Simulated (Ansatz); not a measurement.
C₄H₉AlF₂ (`CC(C)[CH2][Al]([F])[F]`). The species carries charge 0 and has multiplicity 1.

Cartesian coordinates in Å:
```
C -1.189 -0.558 1.427
C -0.062 -0.418 0.412
C -0.444 -1.067 -0.911
C 0.319 1.052 0.211
Al 1.761 1.344 -1.050
F 1.921 2.744 -1.898
F 2.920 0.205 -1.316
H -1.442 -1.607 1.599
H -0.916 -0.114 2.387
H -2.092 -0.050 1.071
H 0.813 -0.950 0.804
H 0.391 -1.060 -1.622
H -1.287 -0.542 -1.371
H -0.737 -2.111 -0.776
H -0.553 1.622 -0.136
H 0.597 1.510 1.170
```

(1) List the harmonic frequencies (cm⁻¹, unscaled) at PBE0-D4/def2-TZVP in Ansatz. (Estimate.)

(2) Is this a minimum?

(3) Give the ideal-gas thermochemistry at 298.15 K and 1 bar (rigid rotor, harmonic oscillator; point group C1, symmetry number 1).

(4) And at 400, 500, 600, 800 and 1000 K?

Answers

(1) Ansatz gave: 20, 65, 84, 210, 227, 237, 251, 268, 331, 392, 411, 625, 674, 813, 842, 906, 926, 966, 972, 1026, 1102, 1187, 1207, 1226, 1353, 1359, 1393, 1410, 1432, 1474, 1484, 1494, 1500, 3022, 3024, 3031, 3038, 3067, 3090, 3109, 3118, 3120.

(2) Yes, all 42 modes are real.

(3) Zero-point energy 331.9 kJ/mol; H(298) − E = 359.5 kJ/mol; entropy 410.8 J/(mol·K), of which translation 168.8, rotation 120.5, vibration 121.5; G(298) − E = 237.0 kJ/mol. Modes under 100 cm⁻¹ are hindered rotations or soft bends, so the harmonic entropy is rough.

(4) 
| T (K) | H − E (kJ/mol) | S (J/mol/K) | G − E (kJ/mol) |
| --- | --- | --- | --- |
| 400 | 375.8 | 457.4 | 192.8 |
| 500 | 394.7 | 499.6 | 144.9 |
| 600 | 416.1 | 538.6 | 93.0 |
| 800 | 465.0 | 608.6 | -21.9 |
| 1000 | 519.9 | 669.8 | -149.9 |
